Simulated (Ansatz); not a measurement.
Several settings on one geometry of 1-ethyl-3-methylimidazolium hexafluoroantimonate, `CCn1cc[n+](C)c1.[F][Sb-]([F])([F])([F])([F])[F]` (that of the charge 0 singlet, PBE-D4/def2-SVP). Ansatz on 4 threads of Arm Neoverse V2 on a shared host; times are rough.

```xyz
26

C     3.122    1.217    0.437
C     2.285   -0.056    0.359
N     0.961    0.100    0.981
C     0.631   -0.129    2.307
C    -0.717    0.113    2.431
N    -1.176    0.496    1.182
C    -2.570    0.698    0.792
C    -0.146    0.480    0.321
H     4.105    1.043   -0.044
H     3.305    1.529    1.486
H     2.629    2.054   -0.096
H     2.092   -0.369   -0.687
H     2.780   -0.903    0.874
H     1.372   -0.453    3.043
H    -1.383    0.029    3.295
H    -3.110   -0.263    0.886
H    -2.589    0.995   -0.272
H    -3.032    1.473    1.434
H    -0.226    0.688   -0.755
F    -0.868   -0.782   -4.447
Sb   -1.210   -1.296   -2.620
F    -3.088   -1.601   -2.953
F    -1.605    0.602   -2.164
F    -0.720   -3.135   -2.936
F    -1.495   -1.684   -0.711
F     0.656   -0.846   -2.142
```

Totals from different functionals, basis sets or treatments of relativity can't be compared as stabilities.

In the def2 sets Sb takes a core potential; there is no spin–orbit coupling.

(1) Give the basis size and estimate the energy, ⟨S²⟩, dipole and time of these runs.

```json
{"run": "1", "method": "RKS revPBE0-D3(BJ)-ATM/STO-3G", "charge": "0", "state": "singlet", "further keys": "final_grid: {core_spheres: 20, valence_spheres: 16, degree: 47}; accuracy: high"}
{"run": "2", "method": "RKS r2SCAN0/def2-SVPD", "charge": "0", "state": "singlet", "further keys": "point_charges: [{charge: 2.00, position_ang: [7.631, 0.298, -0.936]}]; scf: {omitted_lower_state_checks: [starts]}; forces asked"}
{"run": "3", "method": "RKS B97/def2-SVP", "charge": "0", "state": "singlet", "further keys": "point_charges: [{charge: 1.00, position_ang: [7.922, 0.915, 0.984]}]; scf: {lower_state_search: full}; forces asked"}
```

Answers

(1) 
```
run  functions  energy (Eh)  ⟨S²⟩  dipole (D)  wall time
  1        108   -7183.8318     –           –      8.5 s
  2        418   -1183.0266     –       13.87       53 s
  3        277   -1183.1688     –       13.17       25 s
```
